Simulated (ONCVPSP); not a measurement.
Which change was made? (He, ONCV)

ONCVPSP 4.0.1 input, shortened (lines: element, Z, core and valence counts, functional; n l f; lmax; l rc ep ncon nbas qcut; lloc lpopt rc5 dvloc0; l nproj debl; icmod fcfact rcfact), LDA (Perdew-Wang 92), scalar-relativistic:

```
  He 2.00    0    1  -001012      upf
    1    0    1.50
    1
    0    0.60    0.00    4    7    8.90
    1    0.65    0.47    4    7   13.50
    4    5    0.55    0.00
    0    2    3.00
    1    2    2.80
    0    0.00    0.00
```

Cutoffs, loose and tight: the cutoffs (Ha) at which the residual kinetic energy of the hardest occupied pseudo-wave falls to 1 and 0.1 mHa per electron. They do not see the model core or the augmentation charge, which bear on the density cutoff. Test errors are all-electron minus pseudo excitation energies from the reference, over the configurations 1s2; 1s1; variants that change the core or the reference have their own tests.

The base gives: outcome: generated; cutoff, loose: 229 Ha; cutoff, tight: 322 Ha; bound ghosts: none; GHOST(+) flags above zero: none; largest test error (meV): +4.8.

Q: After one change the result is: outcome: generated; cutoff, loose: 480 Ha; cutoff, tight: 658 Ha; bound ghosts: none; GHOST(+) flags above zero: s; largest test error (meV): +1.0. Which change was it?
A. s: rc 0.42; local potential polynomial inside 0.42 bohr (lpopt 5, dvloc0 0 Ha)
B. s: rc 0.86
C. s: rc 0.72

A: A. The others give: s: rc 0.72 → outcome: generated; cutoff, loose: 93 Ha; cutoff, tight: 218 Ha; bound ghosts: none; GHOST(+) flags above zero: none; largest test error (meV): +9.4 | s: rc 0.86 → outcome: generated; cutoff, loose: 40 Ha; cutoff, tight: 139 Ha; bound ghosts: none; GHOST(+) flags above zero: none; largest test error (meV): +16.
